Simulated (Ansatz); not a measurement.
Compare A (`[CH3][SnH2][CH2]F`) with its isomer B (`C[CH2][SnH2][F]`).

Isolated molecules relaxed with PBE0-D4/def2-TZVP in Ansatz; ΔE leaves out vibrations. CBS: MP2 limit from def2 TZ/QZ plus the TZ coupled-cluster correction, frozen cores. DFT in def2-TZVPP. B3LYP here is the variant with VWN-RPA as its local correlation; programs differ in this. def2 core potentials past Kr. For Sn outer-core shells are correlated without core-valence functions, which leaves a few kJ/mol of doubt a bond. One conformer a species, not always the lowest.

A:

Z-matrix (Å, degrees):
```
C
Sn 1 2.137
H 1 1.090 2 110.4
H 1 1.090 2 109.3 3 120.1
H 1 1.090 2 110.0 3 -120.3
C 2 2.171 1 108.3 3 -174.3
H 2 1.710 1 110.9 3 -54.9
H 2 1.714 1 111.2 3 66.9
F 6 1.390 2 109.3 1 50.2
H 6 1.093 2 110.9 1 -68.9
H 6 1.093 2 111.6 1 169.9
```

B:

Z-matrix (Å, degrees):
```
C
C 1 1.522
H 1 1.093 2 111.8
H 1 1.094 2 111.0 3 -119.8
H 1 1.092 2 111.4 3 120.3
Sn 2 2.136 1 112.3 3 -62.4
H 2 1.094 1 111.6 3 58.8
H 2 1.093 1 111.3 3 178.2
F 6 1.935 2 103.2 1 -54.6
H 6 1.708 2 114.5 1 57.7
H 6 1.707 2 116.1 1 -168.0
```

Task: Which isomer does CCSD(T)/CBS put lower? Give the gap. (Best estimate.)

Result: Ansatz gave: B, by 142.3 kJ/mol.

Task: Give E(B) − E(A) in kJ/mol with B3LYP-D4, MP2/def2-TZVPP, BLYP-D4, LDA (SPW92), HF/def2-TZVPP, B2PLYP, ωB97M-V. (Estimate.)

Result: Ansatz gave: B3LYP-D4 -137.2, MP2/def2-TZVPP -142.7, BLYP-D4 -135.9, LDA (SPW92) -129.6, HF/def2-TZVPP -141.9, B2PLYP -139.9, ωB97M-V -136.9. None reverses the order clearly.

Task: Does the order hold for the free energy at 298.15 K (harmonic terms from PBE0-D4)? (Best estimate.)

Result: Ansatz gave: Yes: G(B) − G(A) = -135.5 kJ/mol, for one conformer each. Modes under 60 cm⁻¹, often nearly free rotors, make the harmonic entropy too high.

Largest T1 diagnostic: 0.012.

Leaving LDA and LC-ωPBE aside and taking each functional with its dispersion term where it has one, the values, not all of them listed here, spread over 13.0 kJ/mol, from B97M-V to PBE-D4. LDA lies +3.4 kJ/mol from PBE without D4. From BLYP to BHLYP (50 % exact exchange), in def2-TZVPP and without D4, E(B) − E(A) moves by −5.9 kJ/mol.
